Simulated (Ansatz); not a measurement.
`CB(C)CCl` + `N[SiH](O)S` → `CB(N)CCl` + `C[SiH](O)S`  (redistribution)

Computed with Ansatz on PBE0-D4/def2-TZVP structures; ΔE is electronic, products minus reactants. CCSD(T)/CBS adds triple-zeta CCSD(T) − MP2 to the extrapolated MP2 energy (def2 sets, frozen cores). DFT in def2-TZVPP. B3LYP here is the variant with VWN-RPA as its local correlation; programs differ in this. One conformer a species, not always the lowest.

Problem. Is it downhill or uphill in electronic energy at CCSD(T)/CBS, and by how much? (An estimate is asked.)

Solution. The calculation gave: Downhill: ΔE = -16.7 kcal/mol.

Problem. What do these levels give: r2SCAN-D4, PBE0-D4, ωB97X-V, B2PLYP, r2SCAN, B3LYP, HF/def2-TZVPP, SCS-MP2/def2-TZVPP, SCS-MP2/def2-QZVPP, HF/CBS(def2), MP2/CBS(def2), CCSD/CBS(def2)? (Best estimate.)

Solution. The calculation gave: r2SCAN-D4 -16.9, PBE0-D4 -17.7, ωB97X-V -17.0, B2PLYP -17.5, r2SCAN -17.0, B3LYP -17.9, HF/def2-TZVPP -15.9, SCS-MP2/def2-TZVPP -16.8, SCS-MP2/def2-QZVPP -16.6, HF/CBS(def2) -15.7, MP2/CBS(def2) -16.4, CCSD/CBS(def2) -16.5 kcal/mol.

Largest T1 diagnostic among the species: 0.011.

In def2-TZVPP, CCSD(T) changes the Hartree–Fock value by −1.2 kcal/mol (the triples alone add −0.2 kcal/mol) and MP2 by −0.9 kcal/mol.
